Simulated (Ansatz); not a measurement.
C₅H₅Cu (`[C@H]12[C@@H]3[C@@H]4[C@@H]5[C@H]1[Cu]2345`). The species carries charge 0 and has multiplicity 1. The structure was optimised at the PBE0-D4/def2-TZVP level.

```xyz
11

C     0.173   -1.158    0.340
C     0.368   -0.014    1.162
C    -0.128    1.121    0.462
C    -0.630    0.678   -0.793
C    -0.444   -0.731   -0.869
Cu    1.508    0.236   -0.687
H     0.408   -2.178    0.606
H     0.777   -0.013    2.162
H    -0.162    2.133    0.837
H    -1.111    1.295   -1.538
H    -0.759   -1.370   -1.681
```

**Question.** What is the dipole moment at B3LYP/def2-TZVPP? (Estimate.)

**Answer.** Ansatz gave: 2.52 D, with components (2.27, 0.35, -1.03) D in this frame, pointing from negative to positive charge.

**Question.** And with PBE, r2SCAN, ωB97M-V? (An estimate is asked.)

**Answer.** The calculation gave: PBE 2.28 D, r2SCAN 2.48 D, ωB97M-V 2.62 D.

**Question.** Give the Mulliken charges with B3LYP, PBE, r2SCAN in def2-TZVPP. (Best estimate.)

**Answer.** Computed: 
| atom | B3LYP | PBE | r2SCAN |
| --- | --- | --- | --- |
| C1 | -0.20 | -0.18 | -0.17 |
| C2 | -0.20 | -0.18 | -0.17 |
| C3 | -0.20 | -0.18 | -0.17 |
| C4 | -0.20 | -0.18 | -0.17 |
| C5 | -0.20 | -0.18 | -0.17 |
| Cu6 | 0.46 | 0.40 | 0.41 |
| H7 | 0.11 | 0.10 | 0.09 |
| H8 | 0.11 | 0.10 | 0.09 |
| H9 | 0.11 | 0.10 | 0.09 |
| H10 | 0.11 | 0.10 | 0.09 |
| H11 | 0.11 | 0.10 | 0.09 |

B3LYP here is the variant with VWN-RPA as its local correlation; programs differ in this.
